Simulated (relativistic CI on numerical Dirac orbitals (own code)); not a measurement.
What each ingredient does to the levels of Eu³⁺

Base calculation: Dirac-Coulomb-Breit CI, KLI orbitals optimised for each configuration, model QED (radiative potential, 1s self-energy scaled to tabulated hydrogen-like ionisation energies), valence Slater integrals scaled by 0.85, P86 correlation energy added to each configuration.

Configurations in the expansion (outside the closed core [Xe]): 4f6, 4f5.6s, 4f5.6p, 4f5.7s. The list is cut by size and lacks configurations that can hold low levels.

Variants: (1) valence Slater integrals scaled by 0.75; (2) no correlation estimate; (3) configuration mixing switched off; (4) non-relativistic limit. Shifts of the energy above 4f6 7F_0, in cm⁻¹, for the lowest level and the first level of each name with at least 55 % of one term (blank where a level changes its place among those of its configuration and J or its character, or is not in the variant):

| Level | Base | Δ(1) | Δ(2) | Δ(3) | Δ(4) |
| --- | --- | --- | --- | --- | --- |
| 4f6 7F_0 | 0.0 | 0.0 | 0.0 | 0.0 | 0.0 |
| 4f6 7F_1 | 389.4 | +39.0 | 0.0 | -0.3 | -389.4 |
| 4f6 7F_2 | 1065.4 | +79.1 | 0.0 | -0.6 | -1065.4 |
| 4f6 7F_3 | 1928.2 | +101.8 | 0.0 | -0.9 | -1928.2 |
| 4f6 7F_4 | 2905.2 | +102.0 | +0.1 | -1.1 | -2905.2 |
| 4f6 7F_5 | 3946.6 | +79.5 | +0.1 | -1.2 | -3946.6 |
| 4f6 7F_6 | 5016.1 | +33.5 | +0.1 | -1.2 | -5016.1 |
| 4f6 5D_0 | 16269.1 | -2227.3 | -0.6 | +10.2 | +4346.9 |
| 4f6 5D_1 | 17968.2 | -2121.7 | -0.6 | +10.2 | +2647.8 |
| 4f6 5D_2 | 20403.9 | -2104.5 | -0.6 | +10.4 | +212.1 |
| 4f6 5L_6 | 23158.9 | -2627.4 | 0.0 | +0.9 | +447.5 |
| 4f6 5D_3 | 23275.9 | -2163.5 | -0.6 | +10.7 | -2659.9 |
| 4f6 5L_7 | 24190.3 | -2556.4 | 0.0 | +0.3 | -583.9 |
| 4f6 5L_8 | 25088.1 | -2530.2 | 0.0 | -0.1 | -1481.7 |

For a near-neutral ion this model can misplace configurations by up to about 10,000 cm⁻¹ (more where the count of f electrons changes) and terms by 10 to 25 % of their spread. Rates follow the energies as ν³ (E1, M1) or ν⁵ (E2), so they and the lifetimes can be off by large factors. The fine structure of a lone outer electron comes out too small, for d and f at times inverted, and misplaced configurations move strength between like terms.

Ionisation energy from the two ground configurations alone: base 41.73 eV; valence Slater integrals scaled by 0.75 41.57 eV; no correlation estimate 40.19 eV. The NIST ASD value (semi-empirical) is 42.94 eV. The gap of more than 2 % comes from missing correlation, or from a tabulated value that is itself an estimate.

LS names give the leading component of a level, which can be under half, so a name can repeat, a term be missing and a line seem to break the LS rules.
